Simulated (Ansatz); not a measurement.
Input file for Ansatz (a first-principles code): R-B3LYP-D3(BJ)/def2-TZVP on CH4 (SMILES C).

Ansatz 0.2 input:
```yaml
crystal:
  periodic: [false, false, false]
  atoms:
    - {symbol: C, position_ang: [0.00000000, 0.00000000, 0.00000000]}
    - {symbol: H, position_ang: [0.62910000, 0.62910000, 0.62910000]}
    - {symbol: H, position_ang: [-0.62910000, -0.62910000, 0.62910000]}
    - {symbol: H, position_ang: [0.62910000, -0.62910000, -0.62910000]}
    - {symbol: H, position_ang: [-0.62910000, 0.62910000, -0.62910000]}
basis:
  gaussian:
    orbitals: def2-TZVP
hamiltonian:
  xc: b3lyp
  dispersion: d3bj
relax: {f_tol: 0.004, max_steps: 120}
scf: {lower_state_search: off}
```

### Question
Predict the final total energy.

### Answer
-40.5394 hartree.
